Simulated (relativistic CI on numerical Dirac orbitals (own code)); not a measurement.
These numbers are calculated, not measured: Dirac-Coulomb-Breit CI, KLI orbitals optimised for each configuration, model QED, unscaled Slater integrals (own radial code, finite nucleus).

Configuration list (outside the closed core 1s2): 2s²2p⁵, 2s2p⁶, 2p⁶3s, 2p⁶3p, 2p⁶3d, 2s²2p⁴3s, 2s²2p⁴3p, 2s²2p⁴3d, 2s2p⁵3s, 2s2p⁵3p, 2s2p⁵3d, 2s²2p⁴4s, 2s²2p⁴4p, 2s²2p⁴4d, 2s²2p⁴4f, 2s2p⁵4s, 2s2p⁵4p, 2s2p⁵4d, 2s²2p³3s², 2s2p⁵4f, 2s²2p³3s3p, 2s²2p⁴5s, 2s²2p⁴5p, 2s²2p⁴5d, 2s²2p⁴5f, 2s²2p⁴5g, 2s²2p³3s3d, 2s²2p³3p², 2s²2p³3p3d, 2s2p⁴3s², 2s²2p³3d², 2s2p⁴3s3p, 2s2p⁴3s3d, 2s2p⁴3p², 2s2p⁵5s, 2s2p⁵5p. Levels of other configurations are missing.

At this charge energies of transitions that change n are usually good to better than 1 %, and those within a shell (Δn = 0) to a few per cent.

Outline of the computed level scheme of Sb XLIII. Lowest level of each configuration: 2s²2p⁵ ²P°3/2 at 0.00 eV; 2s2p⁶ ²S1/2 at 543.90 eV; 2s²2p⁴3s ⁴P5/2 at 3809.05 eV; 2s²2p⁴3p ⁴P°3/2 at 3888.34 eV; 2s²2p⁴3d ⁴D3/2 at 4051.91 eV; 2s2p⁵3s ⁴P°5/2 at 4314.20 eV.

Some strong electric-dipole decays among the lowest 45 levels: 2s²2p⁴3d ²D3/2 → 2s²2p⁵ ²P°3/2 (2.5e+14 s⁻¹); 2s²2p⁴3d ²D5/2 → 2s²2p⁵ ²P°3/2 (2.3e+14 s⁻¹); 2s²2p⁴3d ²D5/2 → 2s²2p⁵ ²P°3/2 (1.8e+14 s⁻¹); 2s²2p⁴3d ²P1/2 → 2s²2p⁵ ²P°3/2 (1.2e+14 s⁻¹); 2s²2p⁴3s ²D5/2 → 2s²2p⁵ ²P°3/2 (1.1e+14 s⁻¹); 2s²2p⁴3d ⁴F5/2 → 2s²2p⁵ ²P°3/2 (1.0e+14 s⁻¹); 2s²2p⁴3d ²D3/2 → 2s²2p⁵ ²P°3/2 (8.7e+13 s⁻¹); 2s²2p⁴3s ²P1/2 → 2s²2p⁵ ²P°3/2 (6.7e+13 s⁻¹).

LS names give the leading component of a level, which can be under half, so a name can repeat, a term be missing and a line seem to break the LS rules.
